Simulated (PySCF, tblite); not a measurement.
Compound: C6H5F2N.
Atom-mapped SMILES: `[F:1][CH:2]([F:3])[c:4]1[cH:5][cH:6][cH:7][cH:8][n:9]1` (hydrogens: H10 on C2; H11 on C5; H12 on C6; H13 on C7; H14 on C8)

Computed with GFN2-xTB (tblite), gas phase: Langevin dynamics at 300 K from the optimised GFN2-xTB geometry, time step 0.5 fs, friction 0.01 fs⁻¹, 2000 steps. Over the second half of the run the saved frames average 349 K.

Frame at 250 fs, instantaneous temperature 323 K:
```
atom  x, y, z in Å
F1      2.589   -1.075   -0.794
C2      1.961    0.038   -0.260
F3      2.757    0.221    0.923
C4      0.518   -0.219    0.076
C5     -0.052   -1.428    0.565
C6     -1.452   -1.470    0.601
C7     -2.227   -0.458    0.081
C8     -1.568    0.608   -0.484
N9     -0.241    0.768   -0.460
H10     2.143    0.946   -0.943
H11     0.476   -2.205    1.102
H12    -1.907   -2.323    1.004
H13    -3.270   -0.614   -0.079
H14    -2.153    1.429   -0.850
```

Frame at 425 fs, instantaneous temperature 356 K:
```
atom  x, y, z in Å
F1      2.488   -1.153   -1.254
C2      2.032   -0.115   -0.562
F3      2.821    0.062    0.499
C4      0.533   -0.380   -0.124
C5      0.196   -1.521    0.542
C6     -1.146   -1.541    1.147
C7     -1.960   -0.491    0.891
C8     -1.455    0.648    0.257
N9     -0.235    0.692   -0.256
H10     2.179    0.837   -1.115
H11     0.908   -2.294    0.714
H12    -1.583   -2.309    1.731
H13    -2.945   -0.416    1.311
H14    -1.997    1.573    0.190
```

Frame at 625 fs, instantaneous temperature 452 K:
```
atom  x, y, z in Å
F1      2.232   -1.007   -1.323
C2      2.151    0.026   -0.411
F3      3.078   -0.277    0.518
C4      0.772   -0.054    0.267
C5      0.479   -1.212    1.009
C6     -0.782   -1.295    1.485
C7     -1.808   -0.398    1.058
C8     -1.410    0.682    0.324
N9     -0.165    0.787   -0.126
H10     2.284    0.974   -0.965
H11     1.351   -1.795    1.266
H12    -1.089   -2.124    2.233
H13    -2.808   -0.479    1.335
H14    -2.079    1.443   -0.012
```

Frame at 800 fs, instantaneous temperature 290 K:
```
atom  x, y, z in Å
F1      2.396   -1.421   -1.147
C2      2.192   -0.255   -0.313
F3      3.268   -0.248    0.496
C4      0.906   -0.173    0.390
C5      0.483   -1.083    1.330
C6     -0.824   -1.003    1.696
C7     -1.661   -0.006    1.292
C8     -1.134    0.851    0.401
N9      0.100    0.790    0.039
H10     2.374    0.606   -0.997
H11     1.091   -1.839    1.731
H12    -1.208   -1.694    2.452
H13    -2.675   -0.047    1.489
H14    -1.662    1.792    0.048
```

Frame at 1000 fs, instantaneous temperature 266 K:
```
atom  x, y, z in Å
F1      2.422   -1.241   -1.081
C2      2.207   -0.287   -0.169
F3      3.252   -0.434    0.726
C4      0.837   -0.221    0.424
C5      0.231   -1.417    0.744
C6     -1.039   -1.342    1.359
C7     -1.647   -0.173    1.638
C8     -0.896    1.048    1.347
N9      0.277    0.972    0.756
H10     2.454    0.769   -0.619
H11     0.698   -2.368    0.593
H12    -1.519   -2.362    1.546
H13    -2.517   -0.073    2.346
H14    -1.246    2.066    1.449
```

**Question.** What do single points at PBE0/pcSseg-1 (PySCF, gas phase) give on these frames?

**Answer.** 
```
t (fs)  GFN2-xTB E above start (eV)  DFT E above lowest frame (eV)  HOMO (eV)  LUMO (eV)  dipole (D)
   250                         0.53                           0.09      -8.15      -1.59        3.96
   425                         0.46                           0.00      -7.84      -1.30        3.02
   625                         0.48                           0.01      -7.59      -1.28        2.61
   800                         0.63                           0.27      -7.70      -1.46        3.64
  1000                         0.64                           0.24      -7.76      -1.50        3.49
```

The two levels order the frames alike by energy but for pairs within 0.08 eV at one level; measured from each level's lowest frame they differ by 0.10 eV at most. The HOMO–LUMO gap runs from 6.24 to 6.56 eV. These are instantaneous structures, not minima.

**Question.** And the isotropic GIAO shieldings (ppm) from the same runs?

**Answer.** 
```csv
atom,250 fs,425 fs,625 fs,800 fs,1000 fs,mean,range
F1,270.4,312.2,269.6,252.5,309.5,282.8,59.7
C2,49.1,63.2,61.8,56.5,62.4,58.6,14.1
F3,252.5,292.9,309.9,295.3,273.7,284.9,57.4
C4,20.4,22.0,18.1,35.2,27.6,24.7,17.1
C5,53.3,60.0,59.8,61.4,52.3,57.4,9.1
C6,40.9,39.2,42.4,46.9,43.2,42.5,7.7
C7,59.2,56.0,57.2,64.8,52.9,58.0,11.9
C8,30.4,27.4,33.7,38.6,22.9,30.6,15.7
N9,-109.5,-87.5,-91.5,-87.0,-109.3,-97.0,22.5
H10,23.3,24.4,24.5,24.1,23.4,23.9,1.2
H11,23.2,23.8,23.4,24.1,23.6,23.6,0.9
H12,24.0,23.6,22.7,23.8,22.9,23.4,1.3
H13,24.3,24.3,24.7,25.1,23.4,24.4,1.7
H14,22.8,22.8,22.9,22.2,22.1,22.6,0.8
```

The cost below is that of the whole dynamics run. Hardware: Arm Neoverse N1, one thread, on a shared host. Cost: 17 s of wall time, 0.18 GiB resident at most.
